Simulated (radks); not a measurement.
Initial-state core-level shifts of the calcium ion Ca+ when its valence configuration changes from [Ar] 4s1. Calculated with a radial shooting solver on a logarithmic mesh with Libxc functionals: scalar-relativistic Kohn-Sham, r2SCAN, spin-polarised, spherical densities, finite nucleus; open shells are filled with parallel spins first; meta-GGA in the generalised Kohn-Sham scheme; Fermi nuclear charge, rms radius 3.4776 fm. Shifts are changes of the shell-averaged eigenvalues in eV (positive: less bound); the change of the density at the nucleus, which sets a Mossbauer isomer shift, is in e/bohr^3, on a base of 6184.

| valence | 2s | 2p | 3s | 3p | density at nucleus |
|---|---|---|---|---|---|
| 3d1 | +4.430 | +4.378 | +3.957 | +3.721 | -3.5740 |
| 4p1 | -1.330 | -1.330 | -1.295 | -1.269 | -2.7265 |
| 3d0.5 4s0.5 | +2.427 | +2.398 | +2.132 | +2.002 | -1.9650 |
| 3d0.5 4p0.5 | +1.796 | +1.767 | +1.503 | +1.382 | -3.2316 |
